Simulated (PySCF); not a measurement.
Ge(Me)3(Cl), SMILES [CH3][Ge]([Cl])([CH3])[CH3] (CAM-B3LYP/def2-SVP optimised geometry):

```
14

C     -0.821     0.675     0.000
Ge    -0.270    -1.190     0.000
C     -0.820    -2.123    -1.615
C     -0.820    -2.122     1.616
Cl     1.920    -1.190     0.000
H     -1.920     0.748     0.005
H     -0.432     1.190     0.889
H     -0.440     1.188    -0.894
H     -0.432    -3.152    -1.615
H     -1.918    -2.161    -1.679
H     -0.435    -1.607    -2.506
H     -1.918    -2.159     1.679
H     -0.435    -1.606     2.506
H     -0.434    -3.151     1.615
```

Calculation: PySCF 2.14.0 with CAM-B3LYP/def2-TZVP.

Task: What are the frontier orbital energies and the dipole moment?

Result: HOMO-2 -10.66 eV, HOMO-1 -9.48 eV, HOMO -9.48 eV, LUMO 1.50 eV, LUMO+1 2.00 eV; dipole moment 2.84 D.

Meta-Löwdin charges at CAM-B3LYP/def2-TZVP: C1 -0.56, Ge2 0.91, C3 -0.56, C4 -0.56, Cl5 -0.37, H6 0.12, H7 0.13, H8 0.13, H9 0.13, H10 0.12, H11 0.13, H12 0.12, H13 0.13, H14 0.13.
